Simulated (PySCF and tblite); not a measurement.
The numbers below are computed, except where a source is named.
System: C₆H₁₁N, numbered as in [CH3:1][N:2]1[CH2:3][CH:4]=[CH:5][CH2:6][CH2:7]1.

For the pyramidal inversion at N2: electronic barrier 6.17 kcal/mol, zero-point change -1.30 kcal/mol, thermal and entropy terms at 298.15 K a further -0.20 kcal/mol (symmetry numbers apart). The minimum is C1, the saddle C1. Level: PBE0/pcSseg-1 + D3(BJ), IEF-PCM dimethylsulfoxide on GFN2-xTB stationary points, with GFN2-xTB thermal terms. Rates follow Eyring's equation with the number of equivalent paths and no tunnelling. Run with tblite and PySCF.

How many equivalent paths lead out of the minimum?

1: the symmetry number of the minimum is 1, that of the saddle displaced along its mode 1.

Work out the rate at 298.15 K.

ΔG‡ = 4.67 kcal/mol; k_B T/h = 6.2×10¹² s⁻¹; exp(−ΔG‡/RT) = 0.00038; times 1 gives k = 2.4×10⁹ s⁻¹. Wigner's tunnelling factor for the 245i cm⁻¹ mode would be 1.06.
